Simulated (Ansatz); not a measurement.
A nudged elastic band was laid between two geometries of FHISi (4 atoms, charge 0, multiplicity 2).

All numbers below come from UKS B3LYP-D4/def2-SVP (Ansatz).

```yaml
movable_images: 9
climbing_image: yes
spring: 5.0 eV/Å²
optimiser: fire
start_path: IDPP
force_threshold: 0.05 eV/Å
iteration_limit: 26
end_points: relaxed
largest_step: 0.02 Å
```

Image 0:

```xyz
4
Properties=species:S:1:pos:R:3
F -1.220 -0.143 1.041
Si -0.341 -0.256 -0.325
I 2.008 -0.754 0.247
H -0.391 1.092 -0.984
```

Image 10:

```xyz
4
Properties=species:S:1:pos:R:3
F -1.218 -0.140 1.045
Si 0.137 0.393 0.316
I 1.435 -1.532 -0.523
H -0.298 1.219 -0.859
```

(1) Which bonds break or form, and what moves?

(2) What energy profile does the band end with?

(3) What is the geometry of the highest image?

The band took 16 iterations and about 10 core-minutes.

Results:

(1) No bond is made or broken. The height of Si2 over the plane of its neighbours goes from 0.63 to -0.63 Å. The two ends are copies of one structure, up to a mirror image or an exchange of like atoms.

(2) The run converged. The highest image is number 5 of 0 to 10, 92.8 kJ/mol above the ends, which have the same energy within 2 meV. Another band between the same ends (9 images) ends at a top of the same energy, where a vibrational analysis finds 1 clearly imaginary mode.

| image | path coordinate (Å) | energy (kJ/mol) | height of Si2 over the plane of its neighbours (Å) |
| --- | --- | --- | --- |
| 0 | 0.00 | 0.0 | 0.63 |
| 1 | 0.12 | 4.0 | 0.53 |
| 2 | 0.24 | 18.1 | 0.41 |
| 3 | 0.36 | 43.3 | 0.27 |
| 4 | 0.48 | 75.3 | 0.14 |
| 5 | 0.60 | 92.8 | 0.00 |
| 6 | 0.72 | 75.5 | -0.14 |
| 7 | 0.83 | 43.6 | -0.27 |
| 8 | 0.95 | 18.3 | -0.41 |
| 9 | 1.07 | 4.1 | -0.53 |
| 10 | 1.20 | 0.0 | -0.63 |

(3) 
```xyz
4
Properties=species:S:1:pos:R:3:forces:R:3
F -1.238 -0.166 1.098 0.01 -0.01 0.01
Si -0.125 0.136 -0.053 0.01 0.00 -0.01
I 1.825 -1.276 -0.100 -0.01 -0.01 0.02
H -0.407 1.246 -0.965 -0.02 0.03 -0.02
```

Run time: 9.9 min on 1 thread of Intel(R) Xeon(R) Platinum 8488C (Sapphire Rapids), with other jobs on the host, peak memory 0.19 GiB.
